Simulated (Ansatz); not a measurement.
Isolated molecules relaxed with PBE0-D4/def2-TZVP in Ansatz; ΔE leaves out vibrations. CBS: MP2 limit from def2 TZ/QZ plus the TZ coupled-cluster correction, frozen cores. This one scheme is used for every species. Functionals use def2-TZVPP. For Br, Ge outer-core shells are correlated without core-valence functions, which leaves a few kJ/mol of doubt a bond. Scalar relativity is left out up to krypton. Each species was taken in one conformer, which may not be the lowest.

Consider the hydrogenolysis of a Ge–P bond: `[OH][GeH]([PH2])[Br]` + H₂ → `[OH][GeH2][Br]` + PH₃.

Q: Is it downhill or uphill in electronic energy at CCSD(T)/CBS, and by how much? (Estimate.)

A: The calculation gave: Uphill: ΔE = +12.2 kJ/mol.

Q: What do these levels give: LDA (SPW92), PBE-D4, LC-ωPBE, HF/def2-TZVPP, SCS-MP2/def2-QZVPP, CCSD/CBS(def2)? (Best estimate.)

A: Ansatz gave: LDA (SPW92) 12.8, PBE-D4 19.4, LC-ωPBE 0.5, HF/def2-TZVPP -20.0, SCS-MP2/def2-QZVPP 8.7, CCSD/CBS(def2) 6.1 kJ/mol.

Q: What do rigid-rotor, harmonic-oscillator terms from PBE0-D4/def2-TZVP frequencies (298.15 K, 1 bar) make of the CCSD(T)/CBS value? (Best estimate.)

A: Ansatz gave: ΔZPE = +10.7 kJ/mol, ΔH = +17.9 kJ/mol, ΔS = 24 J/(mol·K), ΔG = +10.6 kJ/mol.

Largest T1 diagnostic among the species: 0.013.

At CCSD(T), def2-SVP lies −19.5 kJ/mol from the extrapolated value and def2-TZVPP −4.6 kJ/mol. In def2-TZVPP, CCSD(T) changes the Hartree–Fock value by +27.6 kJ/mol (the triples alone add +6.0 kJ/mol) and MP2 by +35.8 kJ/mol. From r2SCAN to r2SCAN0 (25 % exact exchange), in def2-TZVPP and without D4, ΔE moves by −4.1 kJ/mol.
